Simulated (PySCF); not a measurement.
C2H6AlFO, SMILES CC[O][AlH][F].

Geometry optimised at B3LYP-D3(BJ)/def2-SVP. The structure was generated by enumeration; whether it is a known compound was not checked. Other conformers were not sampled.

These are IEF-PCM-ωB97X/def2-SVP in PySCF values and carry that method's errors.

The values are the electrostatic part of the solvation free energy, E(continuum) − E(gas) at the gas-phase geometry, in a cavity of scaled van der Waals radii (PySCF's table); cavitation and dispersion terms are not included. A continuum can't describe solvent molecules that bind to the metal. In vacuum the orbital gap is 12.43 eV. The dipole moment in vacuum is 2.54 D.

Computed values in water (ε = 78.36), chlorobenzene (ε = 5.70), methanol (ε = 32.61):
| solvent | ε | ΔG(elec) (kcal/mol) | dipole (D) | gap (eV) |
|---|---|---|---|---|
| water | 78.36 | -6.3 | 2.86 | 12.69 |
| chlorobenzene | 5.70 | -4.8 | 2.79 | 12.61 |
| methanol | 32.61 | -6.1 | 2.85 | 12.68 |
